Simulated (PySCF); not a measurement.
Run record: geometry optimisation, `Cc1ocpc1F`.

Computed with PBE0-D3(BJ)/def2-SVP geometry optimisation, gas phase (PySCF 2.14.0). Start geometry: GFN2-xTB. The input is one job of a driver script: a line of settings, then coordinates in Å.

Input:
```
{"job": {"xc": "PBE0", "basis": "def2-SVP", "d3": "d3bj", "grid": 1, "kind": "geom"}, "charge": 0, "multiplicity": 1}
C     -1.557992    -0.557136     0.317684
C     -0.167876    -0.046220     0.172337
O      0.851413    -0.875256     0.430393
C      2.038723    -0.281660     0.259236
P      2.017982     1.352455    -0.235415
C      0.251860     1.196792    -0.200204
F     -0.608057     2.183729    -0.504062
H     -2.261240     0.233339     0.073104
H     -1.719011    -1.403059    -0.348912
H     -1.731079    -0.891984     1.339436
H      2.890702    -0.908330     0.455370
```

Q: What does the run print?

A: 
```
step   0  E = -670.38648683  max force = 0.014869
step   1  E = -670.38680341  max force = 0.003844
step   2  E = -670.38724784  max force = 0.001300
step   3  E = -670.38730647  max force = 0.001233
step   4  E = -670.38732624  max force = 0.000422
step   5  E = -670.38735667  max force = 0.000559
step   6  E = -670.38743813  max force = 0.002006
step   7  E = -670.38747041  max force = 0.000984
step   8  E = -670.38747935  max force = 0.000226
optimisation converged
```

Energies in Eh; «max force» is the largest Cartesian gradient component in Eh/bohr.

Q: Give the first gradient maximum in eV/Å.

A: With 1 Eh/bohr = 51.422 eV/Å, 0.765 eV/Å.

Q: How much energy does the optimisation release, in kcal/mol?

A: E(step 0) − E(last step) = 0.000993 Eh, which is 0.6 kcal/mol.

Main results: final energy -670.38748 Eh after 8 steps; dipole 1.93 D.

Q: Where do the atoms end?

A: 0.021 Å rms from the input after alignment:
```
atom  x, y, z in Å
C1    -1.5247   -0.6076    0.3859
C2    -0.1762   -0.0388    0.1662
O3     0.8888   -0.7738    0.5483
C4     2.0532   -0.1569    0.3095
P5     1.9679    1.3911   -0.4095
C6     0.1957    1.1571   -0.3716
F7    -0.6939    2.0396   -0.8147
H8    -2.2779    0.0903   -0.0017
H9    -1.6402   -1.5730   -0.1308
H10   -1.7192   -0.7724    1.4574
H11    2.9279   -0.7339    0.6112
```

Q: How long does this job take on one thread of an Arm Neoverse V1, no GPU, shared host with 32 logical CPUs at a one-minute load of 16? And the peak memory of the process?

A: About 36 s, with 0.75 GiB resident at the peak, the Python interpreter and its libraries included.
Labels such as C1 count atoms from 1, the log's own numbers from 0.
